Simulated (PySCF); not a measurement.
# Reading the logs of faulty runs: AlB2H6N

These are calculations, not measurements. The program is PySCF 2.14.0, an open-source quantum chemistry code, run on an isolated molecule that a program drew, which may never have been made. The molecule is AlB2H6N (charge 0, singlet), drawn as the SMILES string `BN[BH][AlH2]`.

Each row is a Hartree-Fock (HF) and frozen-core CCSD(T) single point in the cc-pV(D+d)Z basis, meant for a local HF minimum. Run 1 is clean. Each other run has one planted mistake out of seven kinds, and not every kind appears here: one electron removed, one electron added, multiplicity raised by two, geometry at a saddle point, minimal basis STO-3G, one bond length entered in bohr, all coordinates scaled. The reference is restricted for singlets and unrestricted otherwise, and also for a bond in bohr. Adding or removing an electron swaps singlet and doublet. Electrons count all cores. HOMO and LUMO are orbital energies over both spins, the gradient is its largest component, and the lowest frequency (negative if imaginary) is given only where the gradient is small. Bond lengths are over the 9 bonds as drawn. T1 is the CCSD diagnostic: over 0.02 (restricted) or 0.045 (unrestricted) a single reference is doubtful.

Geometry of the clean run:
```xyz
10
AlB2H6N, angstrom
B    -0.2972   -2.5710    1.0371
N    -0.0011   -1.2419    1.4474
B     0.3087   -0.1359    0.6021
Al    0.7404    1.8435    1.4028
H    -0.5417   -3.4013    1.8704
H    -0.2985   -2.8429   -0.1287
H    -0.0169   -1.0775    2.4359
H     0.3143   -0.3713   -0.5791
H     1.1774    3.0638    0.4869
H     0.6280    2.1210    2.9677
```

```
run,electrons,basis functions,<S^2>,HOMO (eV),LUMO (eV),gradient (hartree/bohr),lowest frequency (cm^-1),mean bond (Å),longest bond (Å),T1,HF (hartree),CCSD(T) (hartree),mistake
1,36,95,0.000,-9.88,0.54,4.4e-05,50,1.4236,2.178,0.0125,-349.26355,-349.72902,no fault
2,36,95,0.000,-9.71,0.41,6.8e-02,-,1.5560,2.381,0.0159,-349.20275,-349.68218,all coordinates scaled
3,35,95,0.766,-16.62,-7.40,1.1e-01,-,1.4236,2.178,0.0193,-348.94754,-349.39031,one electron removed
4,36,95,2.004,-6.81,-0.83,3.5e-02,-,1.4236,2.178,0.0206,-349.17014,-349.62849,multiplicity raised by two
5,36,95,0.775,-8.99,-0.21,4.9e-02,-,1.5646,2.695,0.0631,-349.07784,-349.54184,?
```

**Which mistake was planted in run 5, and what did it cost?**

The mean bond changes by a factor of 1.099 and the longest by 1.237, so the molecule wasn't scaled as a whole. A length L in bohr read as angstrom grows by (1/0.5292 - 1) L = 0.890 L. The 9 bonds together grew by 9 x 0.1410 = 1.269 Å, which gives L = 1.426 Å. That is the length of one of the B-N bonds, 1.426 Å in the clean geometry. So the mistake is: one bond length entered in bohr. Subtracting run 1 and multiplying by 627.51 kcal/mol a hartree, the energy moved by 116.5 kcal/mol in HF and 117.5 kcal/mol in CCSD(T).

Cautions from the logs. Run 5: T1 is over the limit, so its CCSD(T) energy is less reliable.
